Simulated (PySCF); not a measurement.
## Two-photon absorption: 3-methoxythiophene (SMILES COc1ccsc1)

Molfile (atoms numbered from 1):
```
C5H6OS
     RDKit          3D

 13 13  0  0  0  0  0  0  0  0999 V2000
    1.9944   -0.2551   -0.2063 C   0  0  0  0  0  0  0  0  0  0  0  0
    0.8651    0.5666   -0.2931 O   0  0  0  0  0  0  0  0  0  0  0  0
   -0.3328   -0.0382   -0.2136 C   0  0  0  0  0  0  0  0  0  0  0  0
   -1.5258    0.7452   -0.2921 C   0  0  0  0  0  0  0  0  0  0  0  0
   -2.6515   -0.0226   -0.1951 C   0  0  0  0  0  0  0  0  0  0  0  0
   -2.2822   -1.6886   -0.0087 S   0  0  0  0  0  0  0  0  0  0  0  0
   -0.5874   -1.3828   -0.0584 C   0  0  0  0  0  0  0  0  0  0  0  0
    2.0202   -0.9958   -1.0261 H   0  0  0  0  0  0  0  0  0  0  0  0
    2.0295   -0.7948    0.7573 H   0  0  0  0  0  0  0  0  0  0  0  0
    2.8742    0.3959   -0.2844 H   0  0  0  0  0  0  0  0  0  0  0  0
   -1.5156    1.8280   -0.4153 H   0  0  0  0  0  0  0  0  0  0  0  0
   -3.6886    0.3079   -0.2235 H   0  0  0  0  0  0  0  0  0  0  0  0
    0.1190   -2.2045    0.0284 H   0  0  0  0  0  0  0  0  0  0  0  0
  1  2  1  0
  2  3  1  0
  3  4  1  0
  4  5  2  0
  5  6  1  0
  6  7  1  0
  7  3  2  0
  1  8  1  0
  1  9  1  0
  1 10  1  0
  4 11  1  0
  5 12  1  0
  7 13  1  0
M  END
```

Computed with PySCF, TDDFT CAM-B3LYP/def2-TZVPD excited states, vertical, gas phase. Geometry: PBE0-D3(BJ)/def2-SVP.

(1) How strongly do the lowest singlets absorb one photon, and two photons of half the energy?

## Answers

(1) δ for parallel linear polarisation; σ at the peak of a Lorentzian of half width 0.1 eV, single beam; Ω is circular over linear.
| state | E (eV) | f | photon λ (nm) | δ (au) | σ (GM) | Ω | main |
| --- | --- | --- | --- | --- | --- | --- | --- |
| S1 | 5.33 | 0.090 | 465 | 32.7 | 0.34 | 1.50 | HOMO→LUMO+1 0.94 |
| S2 | 5.46 | 0.005 | 454 | 2 | 0.02 | 1.50 | HOMO→LUMO 0.43, HOMO→LUMO+4 0.18 |
| S3 | 5.84 | 0.000 | 425 | 105 | 1.31 | 1.50 | HOMO→LUMO 0.41, HOMO→LUMO+2 0.34 |
| S4 | 5.97 | 0.093 | 416 | 6.69 | 0.09 | 0.89 | HOMO−1→LUMO+1 0.87 |
| S5 | 6.15 | 0.006 | 403 | 15.8 | 0.22 | 1.50 | HOMO−1→LUMO+2 0.25, HOMO−1→LUMO 0.22 |
| S6 | 6.23 | 0.001 | 398 | 0.61 | 0.01 | 1.50 | HOMO→LUMO+3 0.57, HOMO→LUMO+4 0.17 |
